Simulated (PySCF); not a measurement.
PySCF input for C₃H₁₀OSi₂, SMILES C[Si@@H]1[C@@H](OC1)[SiH3], PBE/pcSseg-1. Geometry: PBE0-D3(BJ)/def2-SVP. The structure was generated by enumeration; whether it is a known compound was not checked.

```python
import numpy as np
from pyscf import gto, scf, dft
from pyscf.prop.nmr import rks as nmr

mol = gto.M(
    atom='''
    C    -1.82981656    1.52211510   -0.08021387
    Si   -1.24346502   -0.21432425    0.30054423
    C    -0.67116872   -1.34298562   -1.12487277
    O     0.65402563   -1.41840849   -0.58317007
    C     0.62087565   -0.53973705    0.56734684
    Si    1.84903367    0.87371351    0.32339955
    H    -1.18897386    2.00113441   -0.83527647
    H    -2.86308502    1.50713358   -0.46167495
    H    -1.81950475    2.14530491    0.82813801
    H    -2.15331118   -0.84441624    1.30814187
    H    -1.12507040   -2.34624781   -1.20357147
    H    -0.66827956   -0.89351264   -2.13484567
    H     0.85726253   -1.09618196    1.49401689
    H     1.78759814    1.80964213    1.49224199
    H     3.24502163    0.36059041    0.18417533
    H     1.49883399    1.63601697   -0.91475940
    ''',
    basis='pcSseg-1',
    charge=0,
    spin=0,
    max_memory=1600,
    verbose=3,
)
mf = dft.RKS(mol, xc='pbe').density_fit(auxbasis='def2-universal-jkfit')
mf.grids.level = 3
mf.conv_tol = 1e-10
mf.max_cycle = 100
mf.kernel()
n = nmr.NMR(mf)
n.verbose = 2
n.max_cycle_cphf = 60
sigma = n.kernel()
print('atom   isotropic/ppm   span/ppm')
for i, s in enumerate(sigma):
    w = np.linalg.eigvalsh((s + s.T) / 2)
    print(f'{mol.atom_symbol(i):2s}{i + 1:3d} {w.mean():14.3f} {w[2] - w[0]:11.3f}')
```

Log of the run:

```
converged SCF energy = -773.913825893175
atom   isotropic/ppm   span/ppm
C   1        183.565       6.354
Si  2        323.462     102.579
C   3        110.071     115.736
O   4        300.592     155.991
C   5        111.584     129.292
Si  6        416.588      73.640
H   7         30.149      10.281
H   8         30.851      11.105
H   9         30.797       9.924
H  10         25.425       6.936
H  11         26.632       8.247
H  12         26.649       8.435
H  13         26.290       6.089
H  14         27.371       7.903
H  15         27.191       8.457
H  16         27.033       6.722
```

The calculation finished and met its thresholds.
